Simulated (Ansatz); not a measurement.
Input file:

```yaml
crystal:
  periodic: [false, false, false]
  atoms:
    - { symbol: C, position_ang: [0.713, -2.4023, -0.9798] }
    - { symbol: Si, position_ang: [1.7329, -0.8585, -0.9415] }
    - { symbol: Si, position_ang: [0.4133, 1.0403, -0.6806] }
    - { symbol: C, position_ang: [-0.3676, 0.9388, 0.975] }
    - { symbol: "N", position_ang: [-1.0807, 2.1629, 1.3094] }
    - { symbol: "N", position_ang: [-1.5235, -0.0062, 0.9513] }
    - { symbol: H, position_ang: [-0.0475, -2.2939, -1.7929] }
    - { symbol: H, position_ang: [1.3016, -3.2406, -1.1688] }
    - { symbol: H, position_ang: [0.1273, -2.4804, -0.0087] }
    - { symbol: H, position_ang: [2.5116, -0.7564, -2.1863] }
    - { symbol: H, position_ang: [2.7118, -0.9718, 0.1906] }
    - { symbol: H, position_ang: [1.3486, 2.248, -0.7113] }
    - { symbol: H, position_ang: [-0.5963, 1.1901, -1.7936] }
    - { symbol: H, position_ang: [0.2505, 0.6697, 1.7772] }
    - { symbol: H, position_ang: [-1.5376, 2.0725, 2.236] }
    - { symbol: H, position_ang: [-1.7948, 2.4459, 0.6683] }
    - { symbol: H, position_ang: [-1.9347, -0.0551, 1.8746] }
    - { symbol: H, position_ang: [-2.2655, 0.3084, 0.3329] }
basis:
  gaussian: { orbitals: "6-31G*" }
hamiltonian:
  xc: pbe
  dispersion: d4
relax:
  f_tol: 0.015
  max_steps: 40
output:
  orbitals: {}
```

Run as:

```bash
$ ansatz run input.yaml --threads 2 --pin off --max-ram 3072MiB --backend cpu --events-out ev --progress --plain --runs-dir out
```

Hardware: 2 threads of Arm Neoverse V2, on a shared host.

Roughly how long does this run take, and how much memory?

43 s, with a peak of 0.18 GiB, for 12 ionic steps.
